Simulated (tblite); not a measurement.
Compound: C₆H₁₇P₂ (charge +1).
SMILES with atom numbers: `[CH3:1][C:2]([CH3:3])([CH3:4])[P+:5]([CH3:6])([CH3:7])[PH2:8]` (hydrogens: H9, H10, H11 on C1; H12, H13, H14 on C3; H15, H16, H17 on C4; H18, H19, H20 on C6; H21, H22, H23 on C7; H24, H25 on P8)

Geometry (GFN2-xTB, Å), atoms numbered from 1 in this order:
```xyz
25
C6H17P2 angstrom
C      1.4481    1.4681    0.2482
C      0.9961    0.0330   -0.0106
C      1.5599   -0.9025    1.0552
C      1.3883   -0.4219   -1.4121
P     -0.8604    0.0022    0.1683
C     -1.4546   -1.7132    0.2456
C     -1.6597    0.7450   -1.2931
P     -1.3696    0.9585    2.0489
H      2.5275    1.5397    0.1335
H      1.2023    1.7760    1.2662
H      0.9953    2.1659   -0.4552
H      1.3399   -1.9433    0.8281
H      1.1595   -0.6607    2.0410
H      2.6413   -0.7944    1.1015
H      1.0556    0.2847   -2.1695
H      2.4723   -0.4883   -1.4757
H      0.9844   -1.4062   -1.6429
H     -2.5407   -1.7184    0.1514
H     -1.1787   -2.1559    1.2019
H     -1.0283   -2.3018   -0.5659
H     -1.2688    1.7453   -1.4734
H     -2.7334    0.8110   -1.1156
H     -1.4808    0.1203   -2.1669
H     -2.7258    0.6682    1.8575
H     -1.4805    2.2130    1.4428
```

Computed geometry: GFN2-xTB, gas phase.

Take the most abundant isotopes and a rigid rotor. The values belong to one conformer with, in the numbering `[CH3:1][C:2]([CH3:3])([CH3:4])[P+:5]([CH3:6])([CH3:7])[PH2:8]`, C2–P5–P8–H -176° and 91°.

What are A, B and C (MHz)?

Ia = 312.31, Ib = 438.54, Ic = 496.38 u·Å²; 505379 MHz·u·Å²/I gives A = 1618, B = 1152, C = 1018 MHz.

What kind of rotor is it?

An asymmetric top: κ = (2 × 1152 − 1618 − 1018)/(1618 − 1018) = -0.55.

Is it planar, by Δ = Ic − Ia − Ib?

Not planar: Δ = Ic − Ia − Ib = -254.46 u·Å². For a rigid frame Δ = −2 Σ m c², so Σ m c² = 127.23 u·Å² lies off the ab plane: 39.00 from hydrogen and 88.23 from heavier atoms. The atom farthest from that plane is 2.36 Å away.

Give the other two planar moments, Paa and Pbb, and the rms extents of the mass along the axes.

Paa = Σ m a² = (Ib + Ic − Ia)/2 = 311.31 and Pbb = Σ m b² = (Ia + Ic − Ib)/2 = 185.08 u·Å². With the mass M = 151.08 u, the rms extents √(P/M) along a, b and c are 1.44, 1.11, 0.92 Å.

Its GFN2-xTB frequencies are all real (lowest 60 cm⁻¹). Zero-point vibration and centrifugal distortion are left out.
